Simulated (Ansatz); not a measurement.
Ansatz (a quantum-chemistry and plane-wave program) input (CCSD(T)/def2-TZVPP):

Ansatz 0.2 input:
```yaml
crystal:
  periodic: [false, false, false]
  atoms:
    - {symbol: Mg, position_ang: [-0.00000000, -0.00000000, -0.00000000]}
    - {symbol: C, position_ang: [1.61220562, 0.24079058, -1.31322951]}
    - {symbol: H, position_ang: [2.35834342, -0.54997301, -1.18953383]}
    - {symbol: H, position_ang: [2.12560455, 1.19413256, -1.15546417]}
    - {symbol: H, position_ang: [1.29099143, 0.21835513, -2.35900549]}
    - {symbol: C, position_ang: [-1.61220562, -0.24079058, 1.31322951]}
    - {symbol: H, position_ang: [-2.19206202, -1.13993701, 1.08381383]}
    - {symbol: H, position_ang: [-2.30280754, 0.60677307, 1.26812799]}
    - {symbol: H, position_ang: [-1.28006984, -0.32935074, 2.35206165]}
basis:
  gaussian:
    orbitals: def2-TZVPP
magnetization: {spin_polarized: false}
correlation: {method: ccsd_t, electrons: outside_noble_gas}
```

End of the output:

```
integrals: 0.55 GiB planned
1104 factors; integrals over basis functions are off by at most 8.5e-4 eV
mean field: 0.57 GiB planned
mean field evaluation 1: about -7584.4481 eV, gradient 3.6e1 eV
mean field evaluation 2: about -7584.4491 eV, gradient 3.6e1 eV
mean field evaluation 4: about -7587.6732 eV, gradient 2.4e0 eV
mean field evaluation 8: about -7587.7014 eV, gradient 6.1e-4 eV
mean field evaluation 16: about -7587.7008 eV, gradient 3.0e-1 eV
mean field -7587.70144015 eV, -278.8428847967 hartree, gradient 8.8e-7 eV, S^2 0.000000; 0 other end points of the search recorded, 0 dependent functions left out
7 core orbitals not correlated
reference -7587.70144015 eV, -278.8428847967 hartree; 8, 8 occupied and 163, 163 virtual orbitals, 1104 factors
second order -11.20245055 eV of doubles, -0.00000000 eV of singles
coupled cluster: 1.11 GiB planned
cycle   1  -11.80008600 eV  change   -6.0e-1 eV  update   6.5e-2
cycle   2  -12.07630891 eV  change   -2.8e-1 eV  update   1.9e-2
cycle   3  -12.11676760 eV  change   -4.0e-2 eV  update   7.3e-3
cycle   4  -12.11652159 eV  change    2.5e-4 eV  update   2.2e-3
cycle   5  -12.11634398 eV  change    1.8e-4 eV  update   9.2e-4
cycle   6  -12.11616786 eV  change    1.8e-4 eV  update   3.0e-4
cycle   7  -12.11614925 eV  change    1.9e-5 eV  update   9.1e-5
cycle   8  -12.11616010 eV  change   -1.1e-5 eV  update   3.2e-5
cycle   9  -12.11615398 eV  change    6.1e-6 eV  update   8.6e-6
perturbative correction -0.43748528 eV, -0.0160772874 hartree
Total energy: -7600.25507941 eV, -279.3042225304 hartree
```
